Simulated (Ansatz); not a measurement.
Geometry optimisation, Ansatz 0.2.0, RKS PBE0-D4/def2-SVP.

input.yaml

```yaml
crystal:
  periodic: [false, false, false]
  atoms:
    - { symbol: Ga, position_ang: [-0.011641, -0.190057, 0.223576] }
    - { symbol: "N", position_ang: [-0.037673, -0.085952, 2.102733] }
    - { symbol: H, position_ang: [-0.798231, -0.555074, 2.5829] }
    - { symbol: H, position_ang: [0.843301, -0.210688, 2.591802] }
    - { symbol: Cl, position_ang: [1.814451, 0.099684, -0.833544] }
    - { symbol: Cl, position_ang: [-1.810857, -0.513453, -0.869092] }
    - { symbol: H, position_ang: [-0.532763, 2.480196, 0.753505] }
    - { symbol: H, position_ang: [-0.437287, 1.988944, 1.27342] }
basis:
  gaussian: { orbitals: def2-SVP }
hamiltonian:
  xc: pbe0
  dispersion: d4
relax:
  f_tol: 0.03
  max_steps: 50
```

Run as:

```bash
$ ansatz run input.yaml --threads 2 --pin off --max-ram 3072MiB --backend cpu --events-out ev --progress --plain --runs-dir out
```

Q: Where does it end, and by what steps?

A: The forces met the threshold. After 11 steps the energy has fallen by 0.173 eV; H8 moved furthest, 0.36 Å.

```csv
step,energy less start (eV),largest force component (eV/Å),accepted
0,0.0000,1.528,yes
1,-0.1353,0.770,yes
2,-0.1554,0.315,yes
3,-0.1474,0.645,no
4,-0.1641,0.111,yes
5,-0.1702,0.099,yes
6,-0.1707,0.038,yes
7,-0.1715,0.109,yes
8,-0.1722,0.071,yes
9,-0.1718,0.217,no
10,-0.1725,0.045,yes
11,-0.1731,0.016,yes
```

```xyz
8
Properties=species:S:1:pos:R:3
Ga -0.011 -0.191 0.335
N 0.018 -0.390 2.116
H -0.783 -0.717 2.641
H 0.878 -0.408 2.649
Cl 1.780 0.244 -0.744
Cl -1.826 -0.428 -0.763
H -0.539 2.576 0.436
H -0.486 2.328 1.155
```

Whether the end is a true minimum wasn't checked by a vibrational analysis.

The run took 36 s on 2 threads of Arm Neoverse V1 (shared host), peak memory 0.24 GiB.
